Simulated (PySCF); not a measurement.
Polarisability and C₆ of Tc³⁺ (technetium, charge +3)

[Kr] 4d4, high-spin 5D determinant. All numbers are calculated (PySCF 2.14, scalar relativity through the core potential, in aug-cc-pwCVTZ-PP with ECP28MDF). Coupled (time-dependent) response in atomic units; α is the mean over directions.

```json
{"method": "UHF", "mean α (bohr³)": "5.105", "α xx, yy, zz": "4.884, 4.884, 5.546", "C₆ (like pair)": "22.93", "S(−4)": "5.941"}
{"method": "PBE", "mean α (bohr³)": "5.607", "α xx, yy, zz": "5.377, 5.377, 6.066", "C₆ (like pair)": "25.38", "S(−4)": "8.301"}
```

S(−4) is the Cauchy moment in α(ω) = α(0) + S(−4) ω² + …

Spin-orbit coupling is absent.

α(iu) at UHF:

| u (hartree) | α(iu) (bohr³) |
| --- | --- |
| 0 | 5.105 |
| 0.0500 | 5.090 |
| 0.100 | 5.047 |
| 0.200 | 4.886 |
| 0.300 | 4.653 |
| 0.500 | 4.103 |
| 0.750 | 3.438 |
| 1.00 | 2.876 |
| 1.50 | 2.041 |
| 2.00 | 1.488 |
| 3.00 | 0.8594 |
| 5.00 | 0.3748 |

For an ion, C₆ is the dispersion term alone; charge-induced terms of lower order in 1/R come first.

The components differ because the open shell of this determinant is not spherical; for a pure term their mean is the scalar polarisability.

Energies and moments cover only the electrons outside the core potential.
